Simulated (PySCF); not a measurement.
**Dipole response of Re (rhenium, neutral)**

[Xe] 4f14 5d5 6s2, high-spin 6S determinant. Calculation: PySCF 2.14, in aug-cc-pVTZ-PP with one added diffuse shell each of s, p, d, f, g type with ECP60MDF (7s7p6d4f3g, 113 functions); a scalar-relativistic core potential. Coupled (time-dependent) response in atomic units; α is the mean over directions.

```json
{"method": "PBE0", "mean α (bohr³)": "68.90", "C₆ (like pair)": "808.5", "S(−4)": "2181"}
```

S(−4) is the Cauchy moment in α(ω) = α(0) + S(−4) ω² + …

Reference α: 62 ± 3 bohr³ (recommended; Schwerdtfeger and Nagle, table of static dipole polarizabilities (2023 update)). Published C₆: 663.0 (Gould and Bucko (2016)).

α(iu) at PBE0:

```json
{"u (hartree)": "0", "α(iu) (bohr³)": "68.90"}
{"u (hartree)": "0.0500", "α(iu) (bohr³)": "64.08"}
{"u (hartree)": "0.100", "α(iu) (bohr³)": "54.16"}
{"u (hartree)": "0.200", "α(iu) (bohr³)": "36.41"}
{"u (hartree)": "0.300", "α(iu) (bohr³)": "25.45"}
{"u (hartree)": "0.500", "α(iu) (bohr³)": "14.78"}
{"u (hartree)": "0.750", "α(iu) (bohr³)": "9.190"}
{"u (hartree)": "1.00", "α(iu) (bohr³)": "6.435"}
{"u (hartree)": "1.50", "α(iu) (bohr³)": "3.769"}
{"u (hartree)": "2.00", "α(iu) (bohr³)": "2.502"}
{"u (hartree)": "3.00", "α(iu) (bohr³)": "1.334"}
{"u (hartree)": "5.00", "α(iu) (bohr³)": "0.5552"}
```

Energies and moments cover only the electrons outside the core potential. Spin-orbit coupling, which splits the p, d and f shells strongly at this Z, is absent.
